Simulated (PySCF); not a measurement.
## Electronic structure of Mn³⁺ (manganese, charge +3) at the M06-2X level

Configuration: [Ar] 3d4, high-spin 5D determinant. Calculation: PySCF 2.14, in aug-cc-pVTZ-DK (8s7p5d3f2g, 93 functions); the spin-free X2C one-electron Hamiltonian (Gaussian nucleus).

```
Total energy                                                  : -1156.470 hartree
One-electron energy                                           : -1562.577 hartree
Hartree (Coulomb) energy                                      : 457.773 hartree
Exchange-correlation energy                                   : -51.666 hartree
⟨S²⟩                                                          : 6.0009
⟨L²⟩                                                          : 6.004
Sum of ⟨r⟩                                                    : 13.29 bohr
Sum of ⟨r²⟩                                                   : 13.08 bohr²
Traceless quadrupole moment −½Σ⟨3z² − r²⟩ along its main axis : -0.351 e·bohr²
Langevin diamagnetic susceptibility                           : -10.4 ×10⁻⁶ cm³/mol
Time after the integrals                                      : about 7 core-seconds
```

| shell | electrons | mean orbital energy (hartree) | spread (hartree) | rms radius, mean of both spins (bohr) |
| --- | --- | --- | --- | --- |
| 1s α | 1 | -240.55141 | 0 | 0.0704 |
| 1s β | 1 | -240.55044 | 0 | 0.0704 |
| 2s α | 1 | -29.72526 | 0 | 0.303 |
| 2s β | 1 | -29.62616 | 0 | 0.303 |
| 2p α | 3 | -25.45036 | 0.00750 | 0.273 |
| 2p β | 3 | -25.36319 | 0.03526 | 0.273 |
| 3s α | 1 | -4.90901 | 0 | 0.909 |
| 3s β | 1 | -4.70239 | 0 | 0.909 |
| 3p α | 3 | -3.68822 | 0.00521 | 0.967 |
| 3p β | 3 | -3.43451 | 0.06829 | 0.967 |
| 3d α | 4 | -1.77074 | 0.03987 | 1.14 |

Densities and radii are taken from the X2C orbitals without a picture-change correction, which distorts them close to the nucleus.
